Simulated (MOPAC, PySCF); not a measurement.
H3GaO, SMILES `[OH][GaH2]` (H–O–Ga–H torsion 180°), neutral singlet in the gas phase. 

Cartesian coordinates (Å):
```xyz
5

O      1.2047    -0.4192    -0.0129
Ga    -0.5469    -0.0595     0.0061
H      1.7640     0.3601    -0.0200
H     -1.4480    -1.3277     0.0173
H     -0.9738     1.4463     0.0094
```
Charge 0, multiplicity 1.

All levels are single points at this geometry (PBE0-D3(BJ)/def2-TZVP); Pople sets use spherical d functions. Orbital energies aren't observables, and empty levels follow the basis.

PBE-D3(BJ)/def2-TZVP in PySCF gives HOMO (eV) = -7.17.

Problem. Estimate the HOMO (eV) from each of these levels: TPSSh-D3(BJ)/def2-TZVP in PySCF; B3LYP/3-21G in PySCF; B3LYP/6-311+G** (LANL2DZ on Ga) in PySCF; BP86/6-31G* in PySCF; PBE/6-31G* in PySCF; HF/6-31G* in PySCF; AM1 in MOPAC; PM6 in MOPAC.

Solution. 
| level | HOMO (eV) |
|---|---|
| TPSSh-D3(BJ)/def2-TZVP in PySCF | -7.88 |
| B3LYP/3-21G in PySCF | -7.75 |
| B3LYP/6-311+G** (LANL2DZ on Ga) in PySCF | -8.45 |
| BP86/6-31G* in PySCF | -7.16 |
| PBE/6-31G* in PySCF | -7.04 |
| HF/6-31G* in PySCF | -11.80 |
| AM1 in MOPAC | -11.19 |
| PM6 in MOPAC | -11.80 |
